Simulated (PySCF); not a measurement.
## How methods differ on the ionisation energy of Sn+

Sn+ [Kr] 4d10 5s2 5p1 (2P) → Sn(2+) [Kr] 4d10 5s2 (1S), as a difference of total energies. All numbers are calculated (PySCF 2.14, a scalar-relativistic core potential, in cc-pVDZ-PP with ECP28MDF). Correlated levels: valence: 4s2 4p6 4d10 frozen. The calculations carry no spin-orbit coupling.

```json
{"method": "UHF", "ionisation energy (eV)": "13.716"}
{"method": "PBE", "ionisation energy (eV)": "14.210"}
{"method": "r2SCAN", "ionisation energy (eV)": "14.359"}
{"method": "MP2 (valence)", "ionisation energy (eV)": "13.847"}
{"method": "SCS-MP2 (valence)", "ionisation energy (eV)": "13.829"}
{"method": "CCSD (valence)", "ionisation energy (eV)": "13.913"}
{"method": "CCSD(T) (valence)", "ionisation energy (eV)": "13.923"}
```

Task: How much does correlation contribute at CCSD(T) (valence)?

Result: 13.923 − (13.716) = 0.207 eV, measured against UHF.

Errors of the correlated levels include the incompleteness of this basis and the frozen core.

For comparison: 14.282 eV (measured; NIST levels, between the centres of gravity of the two terms).
